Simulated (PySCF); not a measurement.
SMILES s1c2c(scc2)cc1-c1sccn1 (C₉H₅NS₃), singlet at its GFN2-xTB optimised geometry (Å):

```
18

C      3.6732    -1.2922    -0.0001
C      3.3070    -2.6023     0.0000
S      1.5947    -2.7504    -0.0002
C      1.5038    -0.9854     0.0000
C      0.2521    -0.3105     0.0000
C     -1.0055    -0.8629     0.0000
C     -1.9952     0.1271     0.0000
S     -3.7241     0.1271     0.0000
C     -3.7369     1.8585     0.0000
C     -2.4992     2.4174     0.0000
C     -1.4951     1.4288     0.0000
S      0.2315     1.4398    -0.0001
N      2.6591    -0.4078    -0.0001
H      4.6835    -0.9253    -0.0001
H      3.9277    -3.4747     0.0000
H     -1.1906    -1.9215     0.0000
H     -4.6835     2.3616     0.0000
H     -2.3111     3.4747     0.0000
```

Calculation: PBE/def2-SVP in PySCF. Cells within 0.4 Å of a nucleus heavier than hydrogen are left out (blank, or x).

Map of the log10 of the electron density (e/bohr³), floored at −4 on the plane z = 0.0 Å:

```
|0000000000000000000000000000000|
|0000000000000000000000000000000|
|0000000000000000000000000000000|
|0000000000000000000000000000000|
|0000000000100000000000000000000|
|0000000013331000000000000000000|
|0000000235553100000000000000000|
|0001222357875211110000000000000|
|0002455568985333332000000000000|
|0024677789986555554200000000000|
|002479999xx87677775310000000000|
|0024689x99999889986420000000000|
|00135789878xx99xx86433210000000|
|0002468987899889986555431000000|
|0013578x889x8778875677653221000|
|0013579x98xx988xx87799865542100|
|001357888789999xx989xx977764200|
|0002457766689x9889xx999x9974200|
|00013455445789877898789x9864200|
|0000123322469975678878998653100|
|0000000001357755689988x97531000|
|000000000023554578xx99x97531000|
|0000000000012234689888898631000|
|0000000000000023567766787530000|
|0000000000000002455544555420000|
|0000000000000000233322233200000|
|0000000000000000001100010000000|
|0000000000000000000000000000000|
|0000000000000000000000000000000|
|0000000000000000000000000000000|
|0000000000000000000000000000000|
```
Scale: ten equal steps from -4.00 (start of '0') to -0.317 (end of '9'), in the order '0123456789'; x runs from -7.00 to 7.00, y from -7.00 (bottom) to 7.00 (top).
